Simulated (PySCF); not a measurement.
Mg(Me)2, C2H6Mg, SMILES [CH3][Mg][CH3], PBE0/def2-SVP optimised geometry.

```
9

Mg     0.00     0.00     0.00
C      2.10     0.00     0.00
H      2.52     1.01    -0.16
H      2.51    -0.65    -0.79
H      2.52    -0.37     0.96
C     -2.10     0.00     0.00
H     -2.51     0.33     0.97
H     -2.52    -1.01    -0.19
H     -2.52     0.67    -0.77
```

Density from PBE0/def2-TZVP (PySCF) at that geometry.

Minimum of the electron density along straight lines between bonded atoms, close to the bond critical point (lines longer than 1.1 times the sum of covalent radii, or with two minima, are not listed):

```
bond    length / Å  ρ at the minimum / e bohr⁻³  ∇²ρ there / e bohr⁻⁵  position (fraction from the first atom)
------  ----------  ---------------------------  --------------------  ---------------------------------------
Mg1–C2       2.099                        0.056                  0.24                                     0.42
C2–H3        1.104                        0.261                 -0.83                                     0.64
C2–H4        1.104                        0.261                 -0.83                                     0.64
C2–H5        1.104                        0.261                 -0.83                                     0.64
Mg1–C6       2.099                        0.056                  0.24                                     0.42
C6–H7        1.104                        0.261                 -0.83                                     0.64
C6–H8        1.104                        0.261                 -0.83                                     0.64
C6–H9        1.104                        0.261                 -0.83                                     0.64
```
